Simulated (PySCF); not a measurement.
Nb(S)(F)(NH2)2 (FH₄N₂NbS), SMILES [NH2][Nb]([NH2])([F])=[S], multiplicity 1.

The structure is a stationary point at r2SCAN-D4/def2-SVP. The spin state was assumed, not searched. The structure was generated by enumeration; whether it is a known compound was not checked. The def2 effective core potentials stand for the cores of Nb; spin–orbit coupling is left out. Other conformers were not sampled.

Level of theory: ωB97X/def2-TZVP (PySCF).

Computed frontier levels, gap, dipole moment and polarisability:
```yaml
highest_occupied_level: -9.85 eV
lowest_empty_level: 0.25 eV
orbital_gap: 10.10 eV
dipole_moment: 4.44 D
quadrupole, principal values (traceless, Buckingham form, about the centre of nuclear charge): -11.00, 1.92, 9.08 D·Å
mean_static_polarisability: 75.5 bohr³ (11.18 Å³)
polarisability_principal_values: 59.6, 73.2, 93.6 bohr³
```
